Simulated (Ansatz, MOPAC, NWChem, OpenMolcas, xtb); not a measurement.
## CH3BFN (SMILES BN=CF): the highest harmonic wavenumber at each level's own minimum, rung by rung

CH3BFN, singlet, SMILES `BN=CF`. Each level relaxes the structure for itself.

Quantity: the highest harmonic wavenumber at each level's own minimum, in cm⁻¹. The values are calculated.

| level | kind | program | value (cm⁻¹) |
| --- | --- | --- | --- |
| GFN2-xTB | semi-empirical | xtb | 2985 |
| MNDO | semi-empirical | MOPAC | 3342 |
| PM3 | semi-empirical | MOPAC | 2970 |
| PM6-D3 | semi-empirical | MOPAC | 2928 |
| HF/3-21G | Hartree–Fock | OpenMolcas | 3377 |
| HF/6-31G* (Cartesian functions) | Hartree–Fock | OpenMolcas | 3397 |
| BP86/def2-SVP | GGA | NWChem | 3064 |
| B3LYP-D3(BJ)/6-311G** | global hybrid | NWChem | 3155 |
| PBE0-D4/def2-TZVP | global hybrid | Ansatz | 3168 |

Harmonic and unscaled. The values span 2928 to 3397 cm⁻¹.
